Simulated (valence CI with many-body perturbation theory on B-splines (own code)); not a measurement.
## Ba LII: one-electron terms

Computed by relativistic CI+MBPT: three valence electrons over a frozen Dirac-Fock core [He], a basis of 11 s, 11 p, 10 d, 8 f, 5 g, 2 h functions for each j, with the one-electron correlation potential Σ1, the two-electron term Σ2, the three-electron term Σ3, Breit, model QED; selected CI, second order for the rest, scaled by the run's own slope (own B-spline code, finite nucleus).

No measured spectrum was set against this ion. As an estimate, large intervals hold to a few tenths of a per cent, small ones and those within an open d or f shell to about a per cent.

These are the spectroscopic orbitals of the CI (the correlating ones are not listed), shaped by the core and the other valence electrons. h is the expectation value of the core's Dirac-Fock operator, without the valence repulsion; Σ1 is computed up to l = 3 at one energy for each symmetry, that of its lowest orbital but kept below the first core excitation, so for empty shells it is not the orbital's own correlation shift; Breit and QED include the response of the core.

```csv
Orbital,h (hartree),Σ1 (cm⁻¹),Breit (cm⁻¹),QED (cm⁻¹),⟨r⟩ (bohr)
2s1/2,-390.58,-1419,50257,55885,0.1041
3s1/2,-170.69,-352,14074,16251,0.2405
4s1/2,-94.953,-138,5629,6667,0.4356
5s1/2,-60.323,-68.4,2821,3362,0.6881
6s1/2,-41.672,-38.8,1611,1926,0.9983
7s1/2,-30.497,-24.2,1006,1205,1.365
2p1/2,-385.9,-3552,100438,-263,0.08671
3p1/2,-169.37,-797,27151,-220,0.2246
4p1/2,-94.413,-306,10895,-101,0.4207
5p1/2,-60.05,-150,5449,-52.8,0.6743
6p1/2,-41.516,-84.9,3109,-30.8,0.9857
7p1/2,-30.399,-52.7,1940,-19.5,1.354
2p3/2,-369.61,-2673,38164,5669,0.09200
3p3/2,-164.53,-600,10426,1492,0.2321
4p3/2,-92.383,-231,4716,605,0.4305
5p3/2,-59.016,-114,2373,304,0.6866
6p3/2,-40.919,-64.3,1359,174,1.000
7p3/2,-30.025,-40.0,851,109,1.371
3d3/2,-164.04,-288,1016,-176,0.1960
4d3/2,-92.175,-123,556,-53.2,0.3953
5d3/2,-58.91,-63.1,286,-23.1,0.6522
6d3/2,-40.858,-36.6,173,-12.1,0.9668
7d3/2,-29.986,-23.1,112,-7.2,1.338
3d5/2,-162.6,-260,332,509,0.1986
4d5/2,-91.567,-110,181,234,0.3985
5d5/2,-58.598,-56.7,88.2,124,0.6560
6d5/2,-40.678,-32.9,53.4,72.6,0.9713
7d5/2,-29.873,-20.7,34.5,46.1,1.343
4f5/2,-91.527,-24.2,6.2,-75.2,0.3426
5f5/2,-58.579,-13.6,5.1,-36.9,0.6006
6f5/2,-40.667,-8.3,3.4,-20.9,0.9163
7f5/2,-29.866,-5.4,2.4,-12.9,1.289
4f7/2,-91.23,-23.2,1.8,66.8,0.3443
5f7/2,-58.427,-13.0,1.5,36.0,0.6025
6f7/2,-40.579,-7.9,0.9,21.4,0.9185
7f7/2,-29.811,-5.1,0.6,13.7,1.292
5g7/2,-58.421,,0.0,-23.9,0.5261
6g7/2,-40.575,,0.0,-13.8,0.8422
7g7/2,-29.809,,0.0,-8.7,1.216
5g9/2,-58.331,,0.0,19.2,0.5274
6g9/2,-40.523,,0.0,11.2,0.8437
7g9/2,-29.776,,0.0,7.1,1.217
6h9/2,-40.523,,,,0.7476
6h11/2,-40.488,,,,0.7486
```

Among the shells of the start configuration 2s2 2p1, Σ1 is largest in size for 2p1/2, where it is 0.0042 % of h.

Lowest root of each symmetry, sizes in configuration state functions:

```
   J  Parity  Roots  Reference  Variational  Second order  Change by selected CI (cm⁻¹)  Change by second order (cm⁻¹)
 1/2    even     26         82        14169          9413                        -10525                              0
 3/2    even     32        120        21685         20243                         -6056                              0
 5/2    even     26        121        24124         26490                         -9154                             -1
 7/2    even     11         89        18707         25021                         -6363                             -5
 9/2    even      4         60        12147         17522                        -11824                             -2
11/2    even      1         26         5048          7063                         -8377                             -3
 1/2     odd     24         80        13545         10075                         -9682                              0
 3/2     odd     33        122        21152         17122                         -9007                              0
 5/2     odd     22        116        22199         28440                        -14358                             -1
 7/2     odd     11         92        17337         30836                        -10658                             -3
 9/2     odd      2         55         8049         17229                         -6351                             -3
11/2     odd      1         29         5559         10521                        -12610                             -3
```
